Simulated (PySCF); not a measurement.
Compound: mer-MoBr3(H2O)3 (quartet state).
Geometry (PBE0-D3(BJ)/def2-SVP, Å), atoms numbered from 1 in this order:
```xyz
13
Br3H6MoO3 angstrom
Mo     0.2769    0.0595   -0.0179
Br     0.0070    0.3036    2.5031
Br    -0.1023   -0.3243   -2.5188
Br     2.7851    0.0695   -0.0899
O     -1.9351    0.1114    0.0077
H     -2.3402   -0.2801    0.7947
H     -2.3183   -0.2771   -0.7936
O      0.3424    2.2302   -0.0033
H      1.2408    2.4819   -0.2739
H      0.2807    2.4457    0.9457
O      0.2941   -2.1228   -0.0017
H      1.1167   -2.4166    0.4214
H      0.3828   -2.3331   -0.9513
```

Method: PBE0-D3(BJ)/def2-SVP geometry optimisation, gas phase, def2 core potentials past Kr (PySCF).

**Question.** Which atoms are bound to Mo1, and at what distances?

**Answer.** 6 atoms: O8 2.172 Å, O11 2.182 Å, O5 2.213 Å, Br4 2.509 Å, Br2 2.547 Å, Br3 2.558 Å. The nearest atom not counted as bound is H13, at 2.57 Å (others tie with it).

**Question.** List the angles at Mo1.

**Answer.** 
| angle | degrees | distance of the outer atoms (Å) |
| --- | --- | --- |
| Br4–Mo1–O5 | 178.1 | 4.72 |
| O8–Mo1–O11 | 177.7 | 4.35 |
| Br2–Mo1–Br3 | 165.1 | 5.06 |
| Br3–Mo1–O8 | 99.3 | 3.61 |
| Br2–Mo1–Br4 | 97.7 | 3.81 |
| Br3–Mo1–Br4 | 96.9 | 3.79 |
| Br2–Mo1–O11 | 95.1 | 3.50 |
| O5–Mo1–O11 | 91.8 | 3.16 |
| O5–Mo1–O8 | 90.4 | 3.11 |
| Br4–Mo1–O11 | 89.8 | 3.32 |
| Br4–Mo1–O8 | 88.1 | 3.26 |
| Br2–Mo1–O8 | 84.3 | 3.18 |
| Br2–Mo1–O5 | 83.1 | 3.17 |
| Br3–Mo1–O5 | 82.3 | 3.15 |
| Br3–Mo1–O11 | 81.9 | 3.12 |

**Question.** What is the shape at Mo1?

**Answer.** Distorted octahedral: the three widest angles are 178.1°, 177.7° and 165.1°, the others run from 81.9° to 99.3°. The Mo–Br distances aren't all alike: 2.509 to 2.558 Å. The Mo–O distances aren't all alike: 2.172 to 2.213 Å.

**Question.** What are the other bond lengths?

**Answer.** O5–H6, O5–H7 0.969 Å; O8–H9 and 3 like bonds 0.973 Å.

**Question.** What are the rotational constants (commonest isotopes, rigid rotor)?

**Answer.** A = 675.4, B = 424.6, C = 316.8 MHz: an asymmetric top.

Charge 0, quartet. ⟨S²⟩ = 3.765 (exact for a quartet: 3.75). Stationary, but not proved a minimum.
